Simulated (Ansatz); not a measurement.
Ansatz results at the PBE0-D4/def2-TZVP geometry: HOMO–LUMO gap (PBE/def2-TZVPP) 5.14 eV; HOMO–LUMO gap (B3LYP/def2-TZVPP) 6.84 eV; size of the dipole moment (B3LYP/def2-TZVPP) 2.16 D.

Each molecule was computed in one conformer, which needn't be the lowest.

Problem. Which molecule gave them?
A. `F[SiH](F)C[O][AlH2]`
B. `C[Si](F)(F)[O][AlH2]`
C. `C[Si](O)([AlH2])[AlH2]`
D. `[BH2][GeH2][Cl]`

Solution. B. The others give `F[SiH](F)C[O][AlH2]`: 4.64, 6.39, 2.15; `[BH2][GeH2][Cl]`: 3.10, 4.94, 2.37; `C[Si](O)([AlH2])[AlH2]`: 2.02, 3.38, 0.39.

B3LYP here is the variant with VWN-RPA as its local correlation; programs differ in this.
